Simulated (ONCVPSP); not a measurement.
**Plane-wave convergence, ONCV potential for Fe (Z = 26)**

| Quantity | Value |
| --- | --- |
| Element | Fe (Z = 26) |
| Generator | ONCVPSP 4.0.1 |
| Type | optimised norm-conserving Vanderbilt (ONCV) |
| Functional | LDA (Perdew-Wang 92) |
| Relativity | scalar-relativistic |
| Frozen core | [Ne] |
| Valence charge | 16 |
| Reference configuration | 3s2 3p6 3d6 4s1.5 (charge +0.5) |
| Partial waves | 3s+4s: rc 1.50 bohr, ncon 5, nbas 9, qcut 8.8 1/bohr, 2 projectors; 3p: rc 0.95 bohr, ncon 4, nbas 8, qcut 10.1 1/bohr, 2 projectors, debl 3.1 Ha; 3d: rc 1.75 bohr, ncon 4, nbas 9, qcut 9.8 1/bohr, 3 projectors, debl 0.6 Ha |
| Local potential | polynomial inside 0.85 bohr (lpopt 5, dvloc0 0 Ha) |
| Core correction | polynomial model core, fcfact 0.25 |

Problem. For each optimised wave give the share of its norm inside rc, the residual kinetic energy above qcut (Ha) and the cutoffs (Ha) for errors of 10, 1, 0.1 and 0.01 mHa per electron.

Solution.

| wave | norm inside rc | residual KE | 10 mHa | 1 mHa | 0.1 mHa | 0.01 mHa |
| --- | --- | --- | --- | --- | --- | --- |
| 3s | 0.972 | 4.7e-06 | 16.5 | 26.2 | 32.2 | 37.2 |
| 4s | 0.070 | 3.5e-06 | 7.3 | 22.4 | 30.4 | 36.1 |
| 3p | 0.658 | 1.2e-04 | 24.9 | 31.3 | 55.7 | 214.2 |
| p projector 2 | 0.030 | 1.8e-05 | 18.9 | 26.2 | 32.7 | 57.2 |
| 3d | 0.854 | 3.3e-07 | 29.6 | 35.3 | 39.8 | 43.2 |
| d projector 2 | 0.060 | 1.7e-07 | 24.6 | 31.9 | 37.4 | 41.9 |
| d projector 3 | 0.067 | 7.0e-07 | 26.8 | 34.0 | 39.7 | 43.9 |

The occupied waves need 35 Ha and 56 Ha for 1 and 0.1 mHa.
